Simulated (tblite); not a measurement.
Record of a relaxation.

Species: C₅H₁₈Si₃.
Atom-mapped SMILES: `[CH3:1][C:2]([CH3:3])([CH2:4][SiH3:5])[CH2:6][SiH2:7][SiH3:8]` (hydrogens: H9, H10, H11 on C1; H12, H13, H14 on C3; H15, H16 on C4; H17, H18, H19 on Si5; H20, H21 on C6; H22, H23 on Si7; H24, H25, H26 on Si8)

Computed with GFN2-xTB (tblite), gas phase: L-BFGS steps from a force-field or distance-geometry start until the largest atomic force falls under 0.01 eV/Å. 7 of its 62 geometries are shown.

Step 0: E = -681.7937 eV, largest atomic force 1.216 eV/Å
```
atom  x, y, z in Å  |  force x, y, z in eV/Å
C1     -1.726    0.475    1.482   -0.367   0.146  -0.156
C2     -0.926   -0.321    0.428    0.193  -0.283   0.455
C3     -1.044   -1.822    0.834   -0.291   0.236  -0.155
C4     -1.548   -0.143   -0.989   -0.043  -0.772   0.880
Si5    -1.614    1.533   -1.794    0.175   1.161  -0.315
C6      0.563    0.129    0.542   -0.538   0.259   0.322
Si7     1.889   -0.649   -0.548    0.278  -0.405  -0.241
Si8     3.924    0.361   -0.100   -0.049  -0.071   0.007
H9     -2.796    0.225    1.435    0.301   0.032  -0.071
H10    -1.639    1.557    1.340    0.062  -0.224  -0.116
H11    -1.395    0.257    2.499    0.105  -0.086  -0.186
H12    -0.581   -2.481    0.100    0.120   0.171   0.070
H13    -0.601   -2.012    1.817    0.000   0.140  -0.286
H14    -2.102   -2.116    0.891    0.272   0.188  -0.003
H15    -1.044   -0.816   -1.681    0.143  -0.170   0.042
H16    -2.588   -0.507   -0.931    0.267  -0.007   0.059
H17    -0.241    2.091   -1.941   -0.374  -0.113  -0.005
H18    -2.231    1.413   -3.147    0.170   0.008   0.417
H19    -2.424    2.475   -0.978    0.169  -0.196  -0.237
H20     0.902   -0.023    1.588   -0.356   0.014  -0.370
H21     0.618    1.220    0.390   -0.176  -0.276   0.000
H22     1.962   -2.109   -0.265   -0.082   0.260  -0.144
H23     1.526   -0.468   -1.963   -0.039  -0.116   0.013
H24     4.987   -0.238   -0.949   -0.190   0.263   0.293
H25     4.282    0.176    1.330    0.059   0.121  -0.361
H26     3.828    1.815   -0.373    0.191  -0.278   0.089
```

Step 10: E = -681.9504 eV, largest atomic force 0.076 eV/Å
```
atom  x, y, z in Å  |  force x, y, z in eV/Å
C1     -1.738    0.475    1.471   -0.023   0.010   0.011
C2     -0.932   -0.332    0.449   -0.016   0.003   0.022
C3     -1.044   -1.811    0.831    0.010  -0.004   0.003
C4     -1.533   -0.163   -0.953    0.029   0.040   0.009
Si5    -1.583    1.560   -1.760    0.008  -0.028   0.015
C6      0.527    0.128    0.542    0.013  -0.023  -0.043
Si7     1.860   -0.667   -0.567    0.059   0.025  -0.003
Si8     3.887    0.348   -0.102    0.024   0.018   0.003
H9     -2.795    0.224    1.415   -0.034   0.012  -0.001
H10    -1.628    1.543    1.298   -0.016   0.007  -0.007
H11    -1.388    0.252    2.478   -0.031   0.040   0.004
H12    -0.553   -2.439    0.091    0.006  -0.010   0.030
H13    -0.586   -1.993    1.802   -0.002  -0.025  -0.021
H14    -2.093   -2.098    0.886    0.036  -0.053   0.012
H15    -1.003   -0.838   -1.630   -0.027   0.017  -0.002
H16    -2.565   -0.527   -0.903    0.042  -0.017  -0.061
H17    -0.240    2.114   -1.947   -0.012   0.009   0.042
H18    -2.205    1.407   -3.081    0.018  -0.017   0.023
H19    -2.416    2.489   -0.990    0.057  -0.005   0.019
H20     0.844   -0.026    1.580    0.013   0.065  -0.030
H21     0.555    1.207    0.371    0.002  -0.007   0.016
H22     1.935   -2.114   -0.302   -0.054   0.004  -0.038
H23     1.504   -0.511   -1.986   -0.040  -0.043   0.010
H24     4.984   -0.196   -0.910   -0.037   0.009   0.017
H25     4.311    0.198    1.297   -0.025   0.002  -0.037
H26     3.874    1.793   -0.360   -0.003  -0.031   0.009
```

Step 20: E = -681.9612 eV, largest atomic force 0.047 eV/Å
```
atom  x, y, z in Å  |  force x, y, z in eV/Å
C1     -1.752    0.480    1.466   -0.016  -0.004  -0.008
C2     -0.937   -0.338    0.458    0.014   0.028  -0.035
C3     -1.034   -1.819    0.839    0.020   0.030   0.004
C4     -1.522   -0.169   -0.950   -0.002   0.012  -0.012
Si5    -1.566    1.559   -1.742    0.008  -0.021   0.020
C6      0.521    0.134    0.538    0.024   0.000  -0.007
Si7     1.848   -0.664   -0.574    0.032  -0.005  -0.024
Si8     3.877    0.348   -0.108   -0.005   0.003  -0.003
H9     -2.809    0.231    1.405   -0.028  -0.026  -0.009
H10    -1.644    1.546    1.278    0.005  -0.001  -0.010
H11    -1.414    0.278    2.481    0.000  -0.008   0.005
H12    -0.531   -2.438    0.099   -0.013  -0.004   0.002
H13    -0.571   -2.002    1.806    0.000   0.008   0.031
H14    -2.077   -2.128    0.894    0.026  -0.003   0.002
H15    -0.979   -0.832   -1.629   -0.010   0.005   0.028
H16    -2.552   -0.541   -0.928    0.032  -0.013  -0.001
H17    -0.228    2.127   -1.915    0.028  -0.007   0.000
H18    -2.187    1.395   -3.060    0.008   0.023  -0.004
H19    -2.377    2.497   -0.963   -0.009   0.003   0.016
H20     0.854    0.005    1.573   -0.020   0.022   0.012
H21     0.542    1.211    0.349   -0.024  -0.008   0.014
H22     1.895   -2.114   -0.331    0.006  -0.033   0.028
H23     1.473   -0.540   -1.990   -0.010   0.034  -0.026
H24     4.976   -0.195   -0.911   -0.019  -0.010  -0.010
H25     4.297    0.199    1.290   -0.025  -0.015  -0.002
H26     3.875    1.794   -0.357   -0.022  -0.007  -0.011
```

Step 30: E = -681.9656 eV, largest atomic force 0.029 eV/Å
```
atom  x, y, z in Å  |  force x, y, z in eV/Å
C1     -1.764    0.476    1.457   -0.016  -0.001   0.002
C2     -0.933   -0.338    0.459    0.008   0.019  -0.019
C3     -1.019   -1.817    0.850    0.006   0.019   0.003
C4     -1.510   -0.174   -0.951   -0.010  -0.005  -0.014
Si5    -1.548    1.561   -1.727    0.003  -0.010  -0.002
C6      0.520    0.143    0.535    0.017   0.006   0.008
Si7     1.836   -0.668   -0.582    0.006   0.005  -0.004
Si8     3.862    0.343   -0.119   -0.017  -0.009  -0.004
H9     -2.817    0.214    1.384   -0.027  -0.011   0.000
H10    -1.664    1.542    1.264    0.003   0.002   0.005
H11    -1.435    0.283    2.477    0.010  -0.009   0.008
H12    -0.511   -2.438    0.115   -0.005  -0.005   0.008
H13    -0.556   -1.987    1.820    0.003  -0.002   0.014
H14    -2.058   -2.135    0.906    0.007  -0.002   0.003
H15    -0.957   -0.832   -1.626   -0.001  -0.002   0.001
H16    -2.535   -0.556   -0.939   -0.006   0.003  -0.006
H17    -0.204    2.119   -1.893    0.007   0.000   0.001
H18    -2.165    1.420   -3.049   -0.002   0.013  -0.009
H19    -2.357    2.495   -0.938    0.004  -0.003  -0.001
H20     0.854    0.031    1.571    0.003  -0.015   0.014
H21     0.534    1.218    0.337   -0.008  -0.002  -0.004
H22     1.881   -2.118   -0.328   -0.006   0.014  -0.014
H23     1.455   -0.524   -1.997    0.003  -0.010   0.012
H24     4.955   -0.206   -0.923    0.004   0.002   0.000
H25     4.263    0.183    1.283    0.011   0.002   0.000
H26     3.850    1.788   -0.368    0.004   0.000  -0.003
```

Step 41: E = -681.9664 eV, largest atomic force 0.012 eV/Å
```
atom  x, y, z in Å  |  force x, y, z in eV/Å
C1     -1.770    0.473    1.456   -0.002  -0.001   0.000
C2     -0.934   -0.336    0.457    0.002  -0.003   0.008
C3     -1.015   -1.813    0.855   -0.002  -0.001   0.000
C4     -1.509   -0.176   -0.955   -0.001   0.001   0.004
Si5    -1.542    1.560   -1.730    0.003   0.009  -0.001
C6      0.519    0.146    0.537    0.005  -0.001  -0.002
Si7     1.833   -0.664   -0.583   -0.002  -0.005  -0.004
Si8     3.860    0.341   -0.121   -0.002  -0.002  -0.003
H9     -2.823    0.206    1.382   -0.001  -0.003  -0.002
H10    -1.675    1.540    1.268    0.000  -0.002   0.003
H11    -1.440    0.275    2.474   -0.005   0.005  -0.003
H12    -0.506   -2.438    0.126   -0.005   0.000   0.003
H13    -0.552   -1.976    1.827   -0.004   0.004  -0.006
H14    -2.053   -2.134    0.915    0.003  -0.006   0.000
H15    -0.955   -0.836   -1.627    0.000  -0.003  -0.001
H16    -2.535   -0.557   -0.944   -0.008  -0.002   0.000
H17    -0.195    2.114   -1.889   -0.001  -0.004  -0.003
H18    -2.159    1.438   -3.055    0.008  -0.004   0.008
H19    -2.348    2.490   -0.935    0.004   0.000  -0.003
H20     0.852    0.029    1.574   -0.001  -0.005   0.000
H21     0.533    1.222    0.342   -0.002   0.002   0.000
H22     1.874   -2.116   -0.337   -0.001   0.011   0.000
H23     1.452   -0.526   -1.998    0.002   0.006   0.006
H24     4.954   -0.206   -0.926    0.001  -0.002  -0.004
H25     4.267    0.183    1.279    0.004   0.003   0.000
H26     3.849    1.786   -0.373    0.003   0.004  -0.001
```

Step 51: E = -681.9667 eV, largest atomic force 0.020 eV/Å
```
atom  x, y, z in Å  |  force x, y, z in eV/Å
C1     -1.777    0.470    1.456    0.005  -0.007  -0.004
C2     -0.937   -0.337    0.459    0.005  -0.004   0.010
C3     -1.016   -1.815    0.859   -0.003   0.003  -0.001
C4     -1.511   -0.177   -0.954    0.004   0.002   0.003
Si5    -1.535    1.559   -1.729    0.001   0.008  -0.009
C6      0.516    0.145    0.539    0.006   0.001   0.002
Si7     1.832   -0.658   -0.584   -0.004  -0.008  -0.002
Si8     3.862    0.343   -0.126    0.000   0.002   0.000
H9     -2.828    0.200    1.378    0.006   0.007   0.005
H10    -1.683    1.538    1.269   -0.003  -0.013   0.001
H11    -1.448    0.273    2.476   -0.006   0.004  -0.011
H12    -0.506   -2.441    0.130   -0.003   0.008   0.012
H13    -0.553   -1.972    1.831   -0.008  -0.009  -0.016
H14    -2.053   -2.138    0.918    0.006   0.002  -0.001
H15    -0.959   -0.839   -1.625    0.005  -0.007  -0.002
H16    -2.538   -0.554   -0.945   -0.007   0.000   0.004
H17    -0.185    2.107   -1.892   -0.006  -0.005   0.006
H18    -2.148    1.437   -3.055    0.001  -0.001   0.007
H19    -2.338    2.493   -0.935    0.010  -0.004  -0.009
H20     0.850    0.023    1.575   -0.005   0.004   0.007
H21     0.529    1.222    0.350   -0.004   0.008   0.005
H22     1.870   -2.110   -0.339    0.003   0.006  -0.005
H23     1.450   -0.513   -1.998    0.000   0.002   0.003
H24     4.952   -0.209   -0.934   -0.004   0.000  -0.002
H25     4.276    0.188    1.273   -0.001  -0.003   0.001
H26     3.854    1.787   -0.378    0.002   0.004  -0.005
```

Step 61: E = -681.9673 eV, largest atomic force 0.009 eV/Å
```
atom  x, y, z in Å  |  force x, y, z in eV/Å
C1     -1.788    0.465    1.456    0.005  -0.003   0.002
C2     -0.941   -0.340    0.464    0.000   0.001   0.002
C3     -1.018   -1.818    0.863    0.000   0.005  -0.001
C4     -1.510   -0.180   -0.951   -0.001   0.003   0.000
Si5    -1.516    1.554   -1.732    0.001   0.005  -0.004
C6      0.510    0.148    0.551    0.000  -0.005   0.002
Si7     1.827   -0.643   -0.581   -0.003  -0.001   0.000
Si8     3.865    0.349   -0.136    0.001   0.001  -0.001
H9     -2.838    0.191    1.373    0.006   0.006   0.002
H10    -1.697    1.532    1.267   -0.006  -0.005   0.002
H11    -1.465    0.271    2.477    0.002   0.001   0.000
H12    -0.505   -2.443    0.137   -0.002   0.006   0.004
H13    -0.559   -1.976    1.837   -0.002  -0.001  -0.006
H14    -2.056   -2.143    0.920    0.005   0.002  -0.007
H15    -0.965   -0.850   -1.619    0.002  -0.002   0.004
H16    -2.542   -0.545   -0.940   -0.001  -0.006  -0.003
H17    -0.162    2.090   -1.890    0.005  -0.005  -0.005
H18    -2.131    1.431   -3.056    0.002   0.000  -0.002
H19    -2.309    2.502   -0.944   -0.002  -0.003   0.002
H20     0.843    0.017    1.586    0.002   0.001   0.002
H21     0.519    1.226    0.371    0.001  -0.006   0.001
H22     1.869   -2.097   -0.351   -0.002   0.003  -0.001
H23     1.446   -0.485   -1.994   -0.008   0.000   0.004
H24     4.942   -0.214   -0.952    0.000  -0.001  -0.001
H25     4.290    0.191    1.259   -0.002   0.003   0.000
H26     3.868    1.792   -0.395   -0.001   0.002   0.003
```

**Question.** Summarise the path.

**Answer.** The energy falls by 0.1736 eV from step 0 to step 61; nine tenths of that is first reached at step 10. It falls at every step. The largest force goes from 1.216 to 0.009 eV/Å. Among the bonds C4–Si5 changes most, from 1.861 to 1.902 Å; the atoms move by 0.084 Å rms after alignment.

**Question.** Follow the three bonds and two angles with the largest change from start to end.

**Answer.** 
| step | E above end (eV) | largest force (eV/Å) | C4–Si5 (Å) | C2–C3 (Å) | C2–C6 (Å) | H24–Si8–H26 (°) | Si7–Si8–H26 (°) |
| --- | --- | --- | --- | --- | --- | --- | --- |
| 0 | 0.1736 | 1.216 | 1.861 | 1.559 | 1.560 | 109.6 | 109.6 |
| 3 | 0.0679 | 0.427 | 1.917 | 1.537 | 1.543 | 108.7 | 110.6 |
| 5 | 0.0344 | 0.194 | 1.903 | 1.530 | 1.535 | 107.0 | 112.0 |
| 8 | 0.0206 | 0.137 | 1.896 | 1.533 | 1.533 | 106.0 | 112.8 |
| 11 | 0.0154 | 0.095 | 1.906 | 1.531 | 1.533 | 106.0 | 112.9 |
| 13 | 0.0114 | 0.109 | 1.905 | 1.530 | 1.534 | 106.0 | 113.0 |
| 16 | 0.0084 | 0.054 | 1.899 | 1.533 | 1.535 | 106.0 | 113.2 |
| 19 | 0.0066 | 0.054 | 1.901 | 1.533 | 1.534 | 105.9 | 113.3 |
| 21 | 0.0055 | 0.070 | 1.902 | 1.532 | 1.534 | 106.0 | 113.3 |
| 24 | 0.0031 | 0.042 | 1.900 | 1.532 | 1.533 | 106.2 | 113.2 |
| 27 | 0.0022 | 0.034 | 1.901 | 1.533 | 1.533 | 106.2 | 113.2 |
| 29 | 0.0018 | 0.031 | 1.901 | 1.532 | 1.533 | 106.3 | 113.0 |
| 32 | 0.0014 | 0.022 | 1.901 | 1.532 | 1.533 | 106.4 | 112.9 |
| 34 | 0.0012 | 0.018 | 1.901 | 1.532 | 1.533 | 106.3 | 112.9 |
| 37 | 0.0010 | 0.016 | 1.902 | 1.532 | 1.533 | 106.3 | 112.8 |
| 40 | 0.0009 | 0.011 | 1.901 | 1.532 | 1.533 | 106.3 | 112.8 |
| 42 | 0.0008 | 0.011 | 1.901 | 1.532 | 1.533 | 106.3 | 112.8 |
| 45 | 0.0007 | 0.018 | 1.902 | 1.532 | 1.533 | 106.2 | 112.9 |
| 48 | 0.0006 | 0.010 | 1.901 | 1.532 | 1.533 | 106.3 | 112.9 |
| 50 | 0.0006 | 0.016 | 1.901 | 1.532 | 1.533 | 106.3 | 112.8 |
| 53 | 0.0004 | 0.018 | 1.902 | 1.532 | 1.533 | 106.3 | 112.8 |
| 56 | 0.0002 | 0.016 | 1.902 | 1.532 | 1.533 | 106.2 | 112.8 |
| 58 | 0.0001 | 0.016 | 1.901 | 1.532 | 1.533 | 106.2 | 112.9 |
| 61 | 0.0000 | 0.009 | 1.902 | 1.533 | 1.534 | 106.2 | 113.0 |

What follows is the cost of the whole relaxation. The run took 3.2 s wall, 2.6 s CPU on one thread of an Intel Xeon at 2.50 GHz, no GPU, shared host with 64 logical CPUs at a one-minute load of 64.
